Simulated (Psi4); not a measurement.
A dimer, HCl ··· H3ClSi (SMILES Cl and [SiH3]Cl); the first 2 atoms form monomer A.

```
7

Cl     0.6410     0.0000     0.0000
H     -0.6410     0.0000     0.0000
Si    -2.8479    -1.2275    -3.3393
Cl    -3.1914     0.3090    -2.0011
H     -1.4540    -1.1311    -3.8146
H     -3.7883    -1.0841    -4.4677
H     -3.0680    -2.5110    -2.6447
```

**Question.** What interaction energy does SAPT0/jun-cc-pVDZ, frozen core run with Psi4 1.11 give, and which attractive term is the largest?

**Answer.** Total -4.81 kJ/mol: electrostatics -4.08, exchange 1.74, induction -0.66, dispersion -1.82. The most attractive term is electrostatics.
